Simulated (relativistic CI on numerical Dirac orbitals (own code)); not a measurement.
**Mg2+: what numerical and physical settings do to a radial Dirac CI calculation**

Reference input:

```
atom Mg  Z=12  charge=2  electrons=10
nucleus A=24  rms_radius_fm=3.0570
hamiltonian dirac-coulomb  breit=on  qed=on  c_scale=1
orbitals kli  potential=per-configuration
slater_scale 1
correlation none
mixing on
grid step=0.0125 r_max=24.9
scf mixing=0.4 start=green max_iterations=150 tolerance=2e-08 node_fill=0.05
configurations
  [He] 2s2 2p6
end
```

Computed lowest total energy -199.09531 Ha, 10 SCF steps. Runs with settings changed; * marks those that are bad on purpose (the QED terms keep the true α when c is scaled):

```tsv
Changed	Outcome	Lowest level	ΔE (Ha)	First excitation (cm⁻¹)	SCF steps	Message
node fill of the KLI weights 0.5	converged	2p⁶ ¹S0	0.00268		10	
Breit term off	converged	2p⁶ ¹S0	-0.0317		10	
speed of light × 10	converged	2p⁶ ¹S0	0.282		10	
speed of light × 0.8, Breit term off	converged	2p⁶ ¹S0	-0.212		10	
charge 3 *	refused				0	configuration [He] 2s2 2p6 has 10 electrons, the ion has 9
configuration list: repeat *	refused				0	a configuration is listed twice
```

With so few configurations and no correlation, terms lie too far apart (by 10 to 50 % near neutrality), their order can be wrong, and levels of other configurations are missing.
